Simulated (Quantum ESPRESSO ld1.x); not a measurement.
The numbers below are computed, except where a source is named.
Question: The mean radii <r> (bohr) of the occupied orbitals of an atom or ion are listed with their occupations. Code: ld1.x of Quantum ESPRESSO 7.5. Model: scalar-relativistic Kohn-Sham, LDA (Slater exchange, Perdew-Zunger correlation), spin-polarised, spherical densities, point nucleus.

orbital  occ.      <r>
1s up       1  0.03432
1s down     1  0.03431
2s up       1   0.1481
2s down     1   0.1481
2p up       3   0.1288
2p down     3   0.1288
3s up       1   0.3688
3s down     1   0.3694
3p up       3   0.3587
3p down     1   0.3593

Name the element and its charge. Open shells, if any, are filled with parallel spins first.

Answer: Z = 43, technetium, charge +27: Tc27+ in [Ne] 3s2 3p4. The 1s radius gives Z: for a bare nucleus <r> = (2 gamma + 1)/(2Z) with gamma = sqrt(1 - (Z/c)^2), 0.03371 bohr for Z = 43, and screening makes it slightly larger (0.03432 here). The occupations add up to 16, and the charge is Z minus that.
